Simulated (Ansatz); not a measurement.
Computed with Ansatz on PBE0-D4/def2-TZVP structures; ΔE is electronic, products minus reactants. CCSD(T)/CBS is the MP2 limit (def2-TZVPP, def2-QZVPP) plus CCSD(T) − MP2 in def2-TZVPP, frozen cores. DFT in def2-TZVPP. B3LYP here is the variant with VWN-RPA as its local correlation; programs differ in this. One conformer a species, not always the lowest.

`CN([SiH3])CF` → `C[SiH2]C(N)F`  (isomerisation)

| level | ΔE (kcal/mol) | difference from CCSD(T)/CBS |
| --- | --- | --- |
| PBE-D4 | -3.9 | -2.3 |
| PBE0-D4 | -2.8 | -1.2 |
| B3LYP-D4 | -1.4 | 0.2 |
| ωB97X-V | -1.5 | 0.1 |
| ωB97M-V | -2.5 | -0.9 |
| B2PLYP | -1.1 | 0.5 |
| PBE | -4.1 | -2.5 |
| CCSD(T)/def2-TZVPP | -0.6 | 1.0 |
| MP2/def2-QZVPP | -0.9 | 0.7 |
| CCSD/CBS(def2) | -1.3 | 0.3 |
| CCSD(T)/CBS | -1.6 | 0 |

Largest T1 diagnostic among the species: 0.011.

In def2-TZVPP, CCSD(T) changes the Hartree–Fock value by −2.8 kcal/mol (the triples alone add −0.3 kcal/mol) and MP2 by −2.6 kcal/mol. From PBE to PBE0 (25 % exact exchange), in def2-TZVPP and without D4, ΔE moves by +1.1 kcal/mol.
